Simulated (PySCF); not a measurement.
Species: C2H10SSi3.
SMILES with atom numbers: `[SiH3:1][S:2][SiH:3]1[CH2:4][SiH2:5][CH2:6]1` (hydrogens: H7, H8, H9 on Si1; H10 on Si3; H11, H12 on C4; H13, H14 on Si5; H15, H16 on C6)

The same species was optimised twice, with GFN2-xTB and with PBE0-D3(BJ)/def2-SVP (PySCF), and the same property calculations (PySCF, gas phase) were run on both structures.

```
       coordinate  GFN2-xTB  PBE0-D3(BJ)/def2-SVP  change
       Si3–C4 (Å)     1.917                 1.900  -0.017
       Si3–C6 (Å)     1.916                 1.900  -0.016
       Si5–C6 (Å)     1.920                 1.906  -0.014
       C4–Si5 (Å)     1.920                 1.906  -0.014
       Si1–S2 (Å)     2.138                 2.147  +0.009
       S2–Si3 (Å)     2.161                 2.159  -0.002
    C4–Si3–C6 (°)      88.0                  91.8    +3.8
   Si3–C4–Si5 (°)      91.8                  88.0    -3.8
   Si3–C6–Si5 (°)      91.8                  88.0    -3.8
    C4–Si5–C6 (°)      87.8                  91.5    +3.7
   Si1–S2–Si3 (°)     104.9                 101.3    -3.6
    S2–Si3–C4 (°)     114.5                 115.4    +0.9
    S2–Si3–C6 (°)     114.6                 115.5    +0.9
Si1–S2–Si3–C4 (°)        50                    54      +4
```

Rotational constants: A = 2325, B = 1037, C = 868.3 MHz (GFN2-xTB) against A = 2345, B = 1061, C = 896.2 MHz (PBE0-D3(BJ)/def2-SVP).

On the GFN2-xTB structure: isotropic polarisability (au) 121.8 [B3LYP/def2-SVPD]; HOMO (eV) -6.91 [B3LYP/def2-SVPD]; LUMO (eV) -0.38 [B3LYP/def2-SVPD]; dipole (D) 1.45 [B3LYP/def2-SVPD]; HOMO (eV) -7.19 [PBE0/pcSseg-1]; LUMO (eV) -0.09 [PBE0/pcSseg-1]; dipole (D) 1.78 [PBE0/pcSseg-1]; GIAO shielding of Si1 (ppm) 411.9 [PBE0/pcSseg-1]; GIAO shielding of S2 (ppm) 775.0 [PBE0/pcSseg-1]; GIAO shielding of Si3 (ppm) 338.5 [PBE0/pcSseg-1]; GIAO shielding of C4/C6 (mean) (ppm) 181.6 [PBE0/pcSseg-1]; GIAO shielding of Si5 (ppm) 391.8 [PBE0/pcSseg-1].

Question: What do these properties become on the PBE0-D3(BJ)/def2-SVP structure?

Answer: 
```
                                    property            level  on GFN2-xTB  on PBE0-D3(BJ)/def2-SVP  change
               isotropic polarisability (au)  B3LYP/def2-SVPD        121.8                    123.1    +1.3
                                   HOMO (eV)  B3LYP/def2-SVPD        -6.91                    -7.05   -0.14
                                   LUMO (eV)  B3LYP/def2-SVPD        -0.38                    -0.57   -0.19
                                  dipole (D)  B3LYP/def2-SVPD         1.45                     1.27   -0.18
energy, GFN2-xTB geometry as zero (kcal/mol)  B3LYP/def2-SVPD          0.0                     -3.1    -3.1
                                   HOMO (eV)    PBE0/pcSseg-1        -7.19                    -7.34   -0.15
                                   LUMO (eV)    PBE0/pcSseg-1        -0.09                    -0.32   -0.23
                                  dipole (D)    PBE0/pcSseg-1         1.78                     1.58   -0.20
energy, GFN2-xTB geometry as zero (kcal/mol)    PBE0/pcSseg-1          0.0                     -3.5    -3.5
                 GIAO shielding of Si1 (ppm)    PBE0/pcSseg-1        411.9                    407.6    -4.3
                  GIAO shielding of S2 (ppm)    PBE0/pcSseg-1        775.0                    767.6    -7.4
                 GIAO shielding of Si3 (ppm)    PBE0/pcSseg-1        338.5                    340.2    +1.7
        GIAO shielding of C4/C6 (mean) (ppm)    PBE0/pcSseg-1        181.6                    183.9    +2.3
                 GIAO shielding of Si5 (ppm)    PBE0/pcSseg-1        391.8                    388.8    -3.0
```

The heavy atoms differ by 0.048 Å rms after alignment. Among bonds between heavy atoms Si3–C4 and Si3–C6 change most and about equally (-0.017 to -0.016 Å). Changes are differences of the printed values. Neither structure is proved a minimum here.

The values belong to the conformer `[SiH3:1][S:2][SiH:3]1[CH2:4][SiH2:5][CH2:6]1`: Si1–S2–Si3–C4 54°.
